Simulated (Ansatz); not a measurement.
Two members of one family (Series GeCl3X), computed with Ansatz in the gas phase. The two geometries come from different levels. Binding counts from free atoms in the multiplicity of their measured ground term, without zero-point energy. A dash marks a value that wasn't run or was left out as unsound. The structures are stationary points that may keep the symmetry of their start.

First: Ge(SiH3)Cl3 (singlet, charge 0, PBE-D4/def2-SVP geometry).

```xyz
8

Ge   -0.9484    0.4388    0.2259
Si    1.1741   -0.5438   -0.2803
H     0.9225   -1.9403   -0.7660
H     1.9850   -0.5427    0.9820
H     1.8192    0.2960   -1.3432
Cl   -2.0581   -0.7673    1.6535
Cl   -2.1764    0.6373   -1.5572
Cl   -0.7179    2.4218    1.0853
```

```json
{"level": "PBE-D4/def2-SVP", "HOMO (eV)": "-7.34", "LUMO (eV)": "-2.46", "gap (eV)": "4.88", "vertical triplet (eV)": "–", "binding per atom (eV)": "2.96"}
{"level": "PBE-D4/def2-TZVP", "HOMO (eV)": "-7.51", "LUMO (eV)": "-2.71", "gap (eV)": "4.79", "vertical triplet (eV)": "4.64", "binding per atom (eV)": "2.96"}
{"level": "PBE-D4/def2-TZVPD", "HOMO (eV)": "-7.57", "LUMO (eV)": "-2.81", "gap (eV)": "4.76", "vertical triplet (eV)": "–", "binding per atom (eV)": "2.96"}
{"level": "PBE0-D4/def2-TZVP", "HOMO (eV)": "-8.72", "LUMO (eV)": "-1.80", "gap (eV)": "6.92", "vertical triplet (eV)": "5.18", "binding per atom (eV)": "2.93"}
{"level": "PBE0-D4/def2-TZVPD", "HOMO (eV)": "-8.75", "LUMO (eV)": "-1.89", "gap (eV)": "6.86", "vertical triplet (eV)": "–", "binding per atom (eV)": "2.94"}
```

Second: Ge(vinyl)Cl3 (singlet, charge 0, PBE0-D4/def2-SVP geometry).

```xyz
9

Ge   -1.089    0.511    0.218
C     0.302   -0.552   -0.563
C     1.547   -0.542   -0.083
H     0.025   -1.170   -1.425
H     1.829    0.073    0.778
H     2.334   -1.152   -0.538
Cl   -0.337    1.593    1.912
Cl   -2.733   -0.695    0.877
Cl   -1.878    1.933   -1.177
```

Task: Estimate the same table for the second.

Result: 
| level | HOMO (eV) | LUMO (eV) | gap (eV) | vertical triplet (eV) | binding per atom (eV) |
| --- | --- | --- | --- | --- | --- |
| PBE-D4/def2-SVP | -7.48 | -2.18 | 5.30 | – | 3.86 |
| PBE-D4/def2-TZVP | -7.64 | -2.37 | 5.28 | 4.31 | 3.84 |
| PBE-D4/def2-TZVPD | -7.69 | -2.43 | 5.26 | – | 3.84 |
| PBE0-D4/def2-TZVP | -8.87 | -1.39 | 7.47 | 4.15 | 3.77 |
| PBE0-D4/def2-TZVPD | -8.89 | -1.45 | 7.44 | – | 3.77 |
